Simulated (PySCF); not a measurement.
Members of one family of related compounds. The calculation used TDDFT PBE0/def2-SVPD, vertical, gas phase, core orbitals frozen in the response, def2 core potentials past Kr (PySCF). Geometries: PBE0-D3(BJ)/def2-SVP; one conformer of each isolated species. Triplets are in the Tamm–Dancoff approximation. Atoms past krypton carry core potentials; spin–orbit coupling is left out.

Question: Rank by computed S1–T1 gap, highest first.
A. InMe2I (`[In]([I])([CH3])[CH3]`)
B. InMe2(NH2) (`[In]([NH2])([CH3])[CH3]`)
C. InMe2(CN) (`[In]([CH3])([CH3])[C]#N`)
D. InMe2(SiH3) (`[In]([SiH3])([CH3])[CH3]`)

Answer: B (0.71 eV), D (0.52 eV), C (0.24 eV), A (0.10 eV).

```tsv
SMILES	S1−T1 (eV)	S1 (eV)	T1 (eV)	S1 mainly	T1 mainly	f(S1)
[CH3][In]([CH3])[NH2]	0.71	5.08	4.38	H→L (92%)	H→L+1 (91%)	0.051
[CH3][In]([CH3])[SiH3]	0.52	4.11	3.59	H→L (99%)	H→L (98%)	0.006
[CH3][In]([CH3])[C]#N	0.24	4.79	4.55	H→L (100%)	H→L (99%)	0.000
[CH3][In]([CH3])[I]	0.10	4.33	4.23	H→L (99%)	H→L (98%)	0.000
```

H and L stand for HOMO and LUMO. For `[CH3][In]([CH3])[NH2]` the leading configurations of S1 and T1 differ. Singlets come from full response and triplets from the Tamm–Dancoff approximation.
